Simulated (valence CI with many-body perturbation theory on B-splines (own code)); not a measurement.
# Missing levels of Tb⁵²⁺

Level of theory: valence CI with perturbative core correlation (CI+MBPT): three valence electrons over a frozen Dirac-Fock core [Ne], radial functions for each j: 11 s, 11 p, 9 d, 7 f, 5 g, 2 h, 1 i, with the one-electron correlation potential Σ1, the two-electron term Σ2, the three-electron term Σ3, Breit, model QED; selected CI, second order for the rest (own B-spline code, finite nucleus).

No measured spectrum was set against this ion. As an estimate, large intervals hold to a few tenths of a per cent, small ones and those within an open d or f shell to about a per cent.

| Level | E (eV) |
| --- | --- |
| (3s^2 3p1/2) J=1/2 | 0.00 |
| (3s 3p1/2^2) J=1/2 | 135.99 |
| (3s^2 3p3/2) J=3/2 | 196.78 |
| (3s 3p1/2 3p3/2) J=3/2 [a] | 308.20 |
| (3s 3p1/2 3p3/2) J=5/2 | 323.16 |
| (3s 3p1/2 3p3/2) J=3/2 [b] | 342.00 |
| (3s 3p1/2 3p3/2) J=1/2 | 350.53 |
| (3s^2 3d3/2) J=3/2 | ? |
| (3s^2 3d5/2) J=5/2 | ? |
| (3p1/2^2 3p3/2) J=3/2 | 477.19 |
| (3s 3p1/2 3d3/2) J=3/2 [a] | ? |
| (3s 3p1/2 3d3/2) J=5/2 | ? |
| (3s 3p3/2^2) J=5/2 | 517.19 |
| (3s 3p1/2 3d3/2) J=1/2 | ? |
| (3s 3p1/2 3d3/2) J=3/2 [b] | 527.81 |
| (3s 3p1/2 3d5/2) J=5/2 [a] | 547.31 |
| (3s 3p3/2^2) J=1/2 | ? |
| (3s 3p3/2^2) J=3/2 | 553.49 |
| (3s 3p1/2 3d5/2) J=7/2 | 557.90 |
| (3s 3p1/2 3d5/2) J=5/2 [b] | 567.17 |

Levels are named by their leading jj configuration (3d3/2^4 stands for four electrons in 3d with j = 3/2), which in mixed levels can hold well under half, so a name can repeat and another be missing. Letters in brackets count levels of one name in rising energy.

(1) The levels stand in rising order. What does the calculation give for the missing energies?

Answers

(1) (3s^2 3d3/2) J=3/2 394.19; (3s^2 3d5/2) J=5/2 431.57; (3s 3p1/2 3d3/2) J=3/2 [a] 490.90; (3s 3p1/2 3d3/2) J=5/2 501.83; (3s 3p1/2 3d3/2) J=1/2 523.96; (3s 3p3/2^2) J=1/2 547.70.
